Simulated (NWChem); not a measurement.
System: CH₃F₃Si; SMILES FC(F)(F)[SiH3]

NWChem input:

```
start job
memory heap 200 mb stack 900 mb global 1100 mb
geometry units angstroms noautoz
  Si     0.000000     0.000000    -1.494653
  C      0.000000     0.000000     0.439992
  F      0.985913     0.763008     0.933975
  F      0.167828    -1.235330     0.933975
  F     -1.153741     0.472322     0.933975
  H     -0.186585     1.405491    -1.947216
  H     -1.123898    -0.864333    -1.947216
  H      1.310483    -0.541158    -1.947216
end
basis spherical
  * library def2-svp
end
dft
  xc xpbe96 cpbe96
  iterations 150
  mulliken
end
task dft energy
```

NWChem printed, in part:

```
             Northwest Computational Chemistry Package (NWChem) 7.3.0
             --------------------------------------------------------

 C3  symmetry detected

                             Geometry "geometry" -> ""
                             -------------------------

 Output coordinates in angstroms (scale by  1.889725989 to convert to a.u.)

  No.       Tag          Charge          X              Y              Z
 ---- ---------------- ---------- -------------- -------------- --------------
    1 Si                  14.0000     0.00000000     0.00000000    -1.51646274
    2 C                    6.0000     0.00000000     0.00000000     0.41818226
    3 F                    9.0000     1.24244291     0.10267312     0.91216526
    4 F                    9.0000    -0.53230392    -1.12732369     0.91216526
    5 F                    9.0000    -0.71013899     1.02465056     0.91216526
    6 H                    1.0000     0.60928254     1.28023165    -1.96902574
    7 H                    1.0000    -1.41335440    -0.11246167    -1.96902574
    8 H                    1.0000     0.80407186    -1.16776998    -1.96902574

 Effective nuclear repulsion energy (a.u.)     251.3728310584

      Symmetry information
      --------------------

 Group name             C3
 Group number              5
 Group order               3
 No. of unique centers     4

  pbe96 is a nonlocal functional; adding pw91lda local functional.

                                 NWChem DFT Module
                                 -----------------

 Summary of "ao basis" -> "ao basis" (spherical)
 ------------------------------------------------------------------------------
       Tag                 Description            Shells   Functions and Types
 ---------------- ------------------------------  ------  ---------------------
 Si                         def2-svp                 8       18   4s3p1d
 C                          def2-svp                 6       14   3s2p1d
 F                          def2-svp                 6       14   3s2p1d
 H                          def2-svp                 3        5   2s1p

      Symmetry analysis of basis
      --------------------------

        a          33
        e+         28
        e-         28

  Rotation of axis

            General Information
            -------------------
          SCF calculation type: DFT
          Wavefunction type:  closed shell.
          No. of atoms     :     8
          No. of electrons :    50
           Alpha electrons :    25
            Beta electrons :    25
          Charge           :     0
          Spin multiplicity:     1
          Use of symmetry is: on ; symmetry adaption is: on
          Maximum number of iterations: 150
          AO basis - number of functions:    89
                     number of shells:    41
          Convergence on energy requested:  1.00D-06
          Convergence on density requested:  1.00D-05
          Convergence on gradient requested:  5.00D-04

              XC Information
              --------------
          PerdewBurkeErnzerhof Exchange Functional  1.000
            Perdew 1991 LDA Correlation Functional  1.000 local
           PerdewBurkeErnz. Correlation Functional  1.000 non-local

             Grid Information
             ----------------
          Grid used for XC integration:  medium
          Radial quadrature: Mura-Knowles
          Angular quadrature: Lebedev.
          Tag              B.-S. Rad. Rad. Pts. Rad. Cut. Ang. Pts.
          ---              ---------- --------- --------- ---------
          Si                  1.10       88           7.0       590
          C                   0.70       49           8.0       434
          F                   0.50       49          10.0       434
          H                   0.35       45           8.0       434
          Grid pruning is: on
          Number of quadrature shells:   231
          Spatial weights used:  Erf1

      Superposition of Atomic Density Guess
      -------------------------------------

 Sum of atomic energies:        -625.73872599

      Non-variational initial energy
      ------------------------------

 Total energy =    -627.117084
 1-e energy   =   -1370.708161
 2-e energy   =     492.218246
 HOMO         =      -0.348926
 LUMO         =       0.101743

      Symmetry analysis of molecular orbitals - initial
      -------------------------------------------------

  Numbering of irreducible representations:

     1 a           2 e+          3 e-

  Orbital symmetries:

     1 a           2 a           3 e+          4 e+          5 a
     6 a           7 e+          8 e+          9 a          10 a
    11 e+         12 e+         13 a          14 a          15 e+
    16 e+         17 a          18 e+         19 e+         20 e+
    21 e+         22 a          23 e+         24 e+         25 a
    26 a          27 e+         28 e+         29 a          30 e+
    31 e+         32 a          33 a          34 e+         35 e+

     ---------------------------------------------
      Total Density - Mulliken Population Analysis
     ---------------------------------------------

    Atom       Charge   Shell Charges
 -----------   ------   -------------------------------------------------------
    1 Si  14    13.62   2.00  1.99  1.03  0.28  5.94  1.18  1.10  0.11
    2 C    6     4.92   1.99  0.85  0.28  1.25  0.43  0.13
    3 F    9     9.42   1.99  1.14  0.77  3.46  2.05  0.00
    4 F    9     9.42   1.99  1.14  0.77  3.46  2.05  0.00
    5 F    9     9.42   1.99  1.14  0.77  3.46  2.05  0.00
    6 H    1     1.07   0.69  0.36  0.01
    7 H    1     1.07   0.69  0.36  0.01
    8 H    1     1.07   0.69  0.36  0.01

[...]
```

Level: PBE/def2-SVP. Geometry: optimised at PBE0/def2-SVP.
